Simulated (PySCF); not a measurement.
Ligands exchanged one at a time, Si C2H5-I. Isolated molecules, 0 K electronic values unless said otherwise. One relaxed conformer stands for each flexible species; it need not be the lowest. Strings in code marks are SMILES.

Method: PBE-D3(BJ)/def2-TZVP // B3LYP-D3(BJ)/def2-SVP in PySCF 2.14.0. All candidates: neutral, multiplicity 1. Excitations are Tamm–Dancoff values on a coarser integration grid. The basis has no diffuse functions, so Rydberg states are missing or too high.

| Item | Result |
|---|---|
| HOMO | -6.37 eV |
| S1 excitation (TDA) | 3.77 eV |
| HOMO–LUMO gap | 3.64 eV |

Task: Which member has these values?
(A) `CC[Si](I)(CC)CC`
(B) `CC[Si](I)(I)CC` (C–C–Si–I torsion -59°, I–Si–C–C torsion 59°)
(C) `CC[Si](I)(I)I` (C–C–Si–I torsion 180°)
(D) `I[Si](I)(I)I`

Result: C, `CC[Si](I)(I)I` (C–C–Si–I torsion 180°). The others give `CC[Si](I)(CC)CC`: -6.04 eV, 5.49 eV, 5.29 eV; `I[Si](I)(I)I`: -6.59 eV, 3.15 eV, 3.04 eV; `CC[Si](I)(I)CC` (C–C–Si–I torsion -59°, I–Si–C–C torsion 59°): -6.24 eV, 4.75 eV, 4.44 eV
